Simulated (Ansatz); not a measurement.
CHBFN, SMILES `N#CBF` from Hartree–Fock to CCSD(T)

```xyz
5

N    -1.323    1.501    0.625
C    -0.586    0.679    0.295
B     0.356   -0.436   -0.207
F     1.443   -0.687    0.479
H     0.109   -1.057   -1.192
```

The species carries charge 0 and has multiplicity 1. Geometry: relaxed with PBE0-D4/def2-TZVP. Frozen core, restricted reference, Ansatz 0.2.0. CBS rows extrapolate triple and quadruple zeta.

```tsv
basis	HF (Eh)	MP2 corr.	CCSD corr.	(T)	CCSD(T) total
def2-SVP	-216.89818	-0.53770	-0.55274	-0.01788	-217.46880
def2-TZVPP	-217.16201	-0.67300	-0.68162	-0.02896	-217.87259
def2-QZVPP	-217.17129	-0.72531	-0.72678	-0.03237	-217.93044
CBS(def2)	-217.17257	-0.76406	-0.76023	-0.03489	-217.96769
cc-pV(D+d)Z	-217.08299	-0.53877	-0.55422	-0.01816	-217.65537
cc-pV(T+d)Z	-217.15220	-0.67687	-0.68450	-0.02941	-217.86611
cc-pV(Q+d)Z	-217.16820	-0.72802	-0.72926	-0.03243	-217.92989
CBS(cc)	-217.17302	-0.76443	-0.76112	-0.03459	-217.96873
```
